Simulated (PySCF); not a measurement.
Al(OH)(OMe)(NH2) (CH6AlNO2), SMILES [OH][Al]([NH2])[O]C.

Geometry: PBE0-D3(BJ)/def2-SVP. The structure was generated by enumeration; whether it is a known compound was not checked. Other conformers were not sampled.

These are PBE/def2-TZVP in PySCF values and carry that method's errors.

Gas-phase values at a fixed geometry.

```json
{
  "total_energy": "-489.17873 hartree",
  "highest_occupied_level": "-5.80 eV",
  "lowest_empty_level": "-0.96 eV",
  "orbital_gap": "4.84 eV",
  "dipole_moment": "1.70 D",
  "quadrupole, principal values (traceless, Buckingham form, about the centre of nuclear charge)": "-4.04, -3.08, 7.13 D·Å",
  "mean_static_polarisability": "52.2 bohr³ (7.73 Å³)",
  "polarisability_principal_values": "44.7, 50.5, 61.3 bohr³"
}
```
